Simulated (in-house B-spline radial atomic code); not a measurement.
The numbers below are computed, except where a source is named.
Quantum size effects in thin Rb films (stabilised jellium)

The positive ions are smeared into a uniform slab; the electrons are solved self-consistently in the LDA (PW92) on a fine grid across the film. Stabilised jellium adds, inside the slab, the constant potential −n de/dn that makes the bulk stable at the metal's density. No lattice, so no dependence on crystal face. Atomic units unless named. The table is for the stabilised model.

Rb: 1 valence electron per atom, density 1.53 g/cm³, mass 85.47 u, so r_s = 5.31 bohr.

```csv
thickness (nm),in Fermi wavelengths,filled subbands,work function (eV),surface energy (J/m²)
0.575,0.625,2,2.205,0.074
0.690,0.750,2,2.431,0.078
0.805,0.875,2,2.445,0.072
0.920,1.000,2,2.346,0.068
1.035,1.125,3,2.263,0.073
1.150,1.250,3,2.389,0.075
1.265,1.375,3,2.403,0.072
1.380,1.500,3,2.353,0.070
1.495,1.625,4,2.296,0.072
1.610,1.750,4,2.374,0.074
1.725,1.875,4,2.385,0.072
1.840,2.000,4,2.356,0.071
1.955,2.125,5,2.314,0.072
```

(1) At what steps in thickness do new subbands fill, and why?

(2) How large is the oscillation of the work function here?

(3) The film of 21.73 bohr has subband bottoms at -3.999, -3.492, -2.639 eV, measured from the vacuum level. Show that these levels and neutrality give the work function in the table.

Answers

(1) λ_F = 2π/k_F = 17.385 bohr = 0.920 nm. New subbands appear by 1.125, 1.625, 2.125 λ_F, each within the grid step of 1/8 λ_F; the true step is half a wavelength (0.460 nm), since a level crosses E_F each time one more half wave at k_F fits across the film.

(2) It runs from 2.205 to 2.445 eV over the table, 0.24 eV within the first four rows and 0.07 eV within the last four, about a thick-film value of 2.36 eV. The grid can skip the cusp where a subband opens, so the true swing can be larger; measurement on the bulk metal gives 2.261 eV.

(3) Each subband holds (E_F − ε_j)/π electrons per bohr², spin included. Neutrality needs n L = 0.0015945 × 21.73 = 0.03465, and π n L × 27.2114 = 2.962 eV. So E_F = (π n L + Σ ε_j)/3 = (2.962 + (-10.130))/3 = -2.389 eV, and the work function is 2.389 eV.
